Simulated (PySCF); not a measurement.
Computed properties of C₃H₅BO₂, SMILES C=CB(O)C=O

C3H5BO2, SMILES C=CB(O)C=O. Geometry: B3LYP-D3(BJ)/def2-SVP. This is a generated structure with no PubChem entry under its InChIKey; it may be hypothetical. Other conformers were not sampled. All values are computed for the isolated molecule unless a solvent is named; none is compared with measurement here.

**Structure.** All 27 harmonic modes at B3LYP-D3(BJ)/def2-SVP (PySCF) are real, so it is a minimum. With heavy atoms numbered as in [CH2:1]=[CH:2][B:3]([OH:4])[CH:5]=[O:6], the shortest bond between them is C5–O6 at 1.219 Å and the longest B3–C5 at 1.621 Å.

**Vibrations.** The strongest infrared lines (harmonic, unscaled, degenerate partners summed) lie at 1470 cm⁻¹ (175 km/mol, B 46 %, H 33 %, O 11 %, C 11 %), 1228 cm⁻¹ (167 km/mol, H 62 %, B 24 %, O 9 %), 2863 cm⁻¹ (136 km/mol, H 92 %). The softest mode is at 68 cm⁻¹ and the zero-point energy is 50.8 kcal/mol.

**Electronic structure.** ωB97X/def2-TZVP (PySCF) places the frontier levels at -9.88 and -0.34 eV, a gap of 9.54 eV, and gives a dipole moment of 2.05 D and a mean polarisability of 54.8 bohr³. PBE/def2-TZVP (PySCF) at the same geometry gives -5.83 and -3.57 eV, so its gap is 7.28 eV narrower. An orbital gap is neither the optical nor the fundamental gap.

**Excitations.** TDA-ωB97X/def2-SVPD (PySCF) has S1 at 3.09 eV (401 nm, f = 0.000, dark); the most intense of the 10 singlets computed lies at 5.96 eV (f = 0.29). T1 (TDA) is at 2.44 eV, 0.65 eV under S1. TDA-PBE/def2-SVPD (PySCF) puts S1 at 2.48 eV.

**NMR.** GIAO shifts at B3LYP/pcSseg-1 (PySCF) (non-relativistic, atoms alike by connectivity averaged): ¹³C from 141.1 to 243.7 ppm against TMS; ¹H from 6.9 to 11.5 ppm against TMS; ¹¹B at 13.2 ppm against BF3.
